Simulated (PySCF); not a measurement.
Compound: C7H8BN.
SMILES with atom numbers: `[CH:1]#[C:2][C:3]#[C:4][B:5]([NH2:6])/[CH:7]=[CH:8]\[CH3:9]` (hydrogens: H10 on C1; H11, H12 on N6; H13 on C7; H14 on C8; H15, H16, H17 on C9)

Level of theory: PBE/6-31G* geometry optimisation, gas phase (PySCF 2.14.0).

**Question.** List the bond lengths, angles and torsions at this level.

**Answer.** 
```csv
bond,length (Å)
C1≡C2,1.228
C2–C3,1.362
C3≡C4,1.238
C4–B5,1.537
B5–N6,1.417
B5–C7,1.561
C7=C8,1.357
C8–C9,1.499
C1–H10,1.074
"N6–H11, N6–H12",1.018
C7–H13,1.104
C8–H14,1.102
"C9–H15, C9–H16, C9–H17",1.104
```

Bonds in one row agree within 0.01 Å and their mean is given. A selection of angles:
```csv
angle,degrees
C2–C1–H10,179.7
C1–C2–C3,180.0
C2–C3–C4,179.7
C3–C4–B5,177.7
C4–B5–N6,116.2
C4–B5–C7,126.2
N6–B5–C7,117.6
B5–N6–H11,122.8
H11–N6–H12,114.0
B5–C7–C8,130.6
B5–C7–H13,114.7
C8–C7–H13,114.7
C7–C8–C9,128.4
C7–C8–H14,117.6
C9–C8–H14,114.0
C8–C9–H15,110.4
C8–C9–H16,112.7
H15–C9–H16,108.6
H15–C9–H17,106.0
H12–N6–B5,123.2
```

Torsions: C4–B5–C7–C8 1° (synperiplanar); B5–C7–C8–C9 0° (synperiplanar).

N6 (boron-bound nitrogen) is planar (angles 123.2°, 122.8° and 114.0°, sum 360.0°, 0.00 Å off the plane of its three neighbours). The 9 heavy atoms lie in one plane (0.009 Å rms). Of the pairs four or more bonds apart, C4···H16 is among the closest relative to their van der Waals radii: 2.48 Å, 86 % of the sum of Bondi's values. The B–C distances run from 1.537 Å (C4–B5, drawn single) to 1.561 Å (B5–C7, drawn single), a spread of 0.024 Å. The C–C distances run from 1.228 Å (C1≡C2, drawn triple) to 1.499 Å (C8–C9, drawn single), a spread of 0.271 Å. B5 (three-coordinate boron) is planar (angles 126.2°, 117.6° and 116.2°, sum 360.0°, 0.00 Å off the plane of its three neighbours).

PBE/6-31G* frequencies: not computed here. One conformer, not necessarily the lowest.

Time: 65 s wall; peak memory 0.60 GiB. Hardware: Arm Neoverse V2, one thread, no GPU, on a shared host. That covers the optimisation of the geometry.
